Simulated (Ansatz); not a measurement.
A structure relaxed at PBE-D4/def2-TZVPD in Ansatz, charge -1, singlet:

Cartesian coordinates in Å:
```
Cs -0.335 -3.396 2.596
Cs -0.001 0.020 0.026
Cs 0.337 3.370 -2.624
H -1.596 -1.035 2.442
H -1.098 1.106 -2.642
H 1.208 -2.771 0.495
H 1.485 2.706 -0.294
```

**Question.** Give its formula.

**Answer.** Cs3H4⁻.

**Question.** Summarise the bond lengths by kind (pairs closer than 1.2 times the sum of covalent radii, bridged metal pairs left out).

**Answer.** 8 × Cs–H 2.68 to 3.09 Å.

In the def2 sets Cs takes a core potential; there is no spin–orbit coupling. Another isomer (singlet) lies 0.60 eV lower at PBE0-D4/def2-TZVPD; other spin states weren't run for this one.
